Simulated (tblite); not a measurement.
Compound: C6H12N (doublet state).
Numbering: `[CH3:1][C@@H:2]([NH2:3])[C:4]1[CH2:5][CH2:6][CH2:7]1` (hydrogens: H8, H9, H10 on C1; H11 on C2; H12, H13 on N3; H14, H15 on C5; H16, H17 on C6; H18, H19 on C7)

Structure optimised with GFN2-xTB, isolated species. This method treats the open shell by occupation alone, without spin polarisation.

(1) Give the optimised bond lengths and angles.

## Answers

(1) 
```
                bond  length (pm)   order
               C1–C2        153.8  single
               C2–N3        146.9  single
               C2–C4        148.0  single
        C4–C5, C4–C7        149.1  single
        C5–C6, C6–C7        154.2  single
C1–H8, C1–H9, C1–H10        108.7  single
              C2–H11        109.8  single
      N3–H12, N3–H13        101.5  single
      C5–H14, C7–H19        109.6  single
      C5–H15, C7–H18        109.6  single
      C6–H16, C6–H17        108.8  single
```

Bonds in one row agree within 1 pm and their mean is given. Orders are formal, as drawn. A selection of angles:
```
     angle  degrees
  C2–C1–H8    110.0
  H8–C1–H9    109.0
  C1–C2–N3    107.6
  C1–C2–C4    111.9
 C1–C2–H11    108.6
  N3–C2–C4    113.1
 N3–C2–H11    106.7
 C4–C2–H11    108.7
 C2–N3–H12    109.9
H12–N3–H13    107.5
  C2–C4–C5    132.6
  C5–C4–C7     93.8
  C4–C5–C6     88.1
 C4–C5–H14    115.8
 C4–C5–H15    115.6
 C6–C5–H14    114.4
 C6–C5–H15    115.1
H14–C5–H15    107.2
  C5–C6–C7     89.8
 C5–C6–H16    114.0
 C5–C6–H17    114.5
H16–C6–H17    109.1
 C6–C7–H19    115.3
```

Dihedral angles: C1–C2–C4–C5 -66° (synclinal); C2–C4–C5–C6 173° (antiperiplanar); C4–C5–C6–C7 1° (synperiplanar); C5–C6–C7–C4 -1° (synperiplanar); C2–C4–C7–C6 -173° (antiperiplanar).

Of the pairs four or more bonds apart, H8···H13 is among the closest relative to their van der Waals radii: 2.48 Å, 103 % of the sum of Bondi's values. C4 (carbon bonded to 3 C) is planar (angles 133.2°, 132.6° and 93.8°, sum 359.6°, 0.05 Å off the plane of its three neighbours). The 4-membered ring C4–C5–C6–C7 has internal angles of 88.1° to 93.8° (sum 360°, against 360° for a flat polygon); it is planar, 0.01 Å rms from its mean plane, widest ring torsion 1°. N3 (nitrogen bonded to C and 2 H) is pyramidal (angles 109.9°, 109.5° and 107.5°, sum 326.9°, 0.39 Å off the plane of its three neighbours). The C–C distances run from 1.480 Å (C2–C4, drawn single) to 1.542 Å (C5–C6, drawn single), a spread of 0.062 Å.

Point group: C1 (no symmetry element, even within 0.4 Å). Its lowest GFN2-xTB frequency is 18i cm⁻¹, too small to tell a flat minimum from a shallow saddle. Torsions: C1–C2–N3–H 180° and 62°, C1–C2–C4–C5 -66°. 2 starts were optimised and ended at 0.00 and 0.95 kcal/mol (GFN2-xTB); the lowest of these is shown.

Hardware: an Arm Neoverse V2 with one thread, on a shared host. Cost: 0.45 s. That covers the optimisation of the geometry.

One conformer stands for the species.

These are computed values.
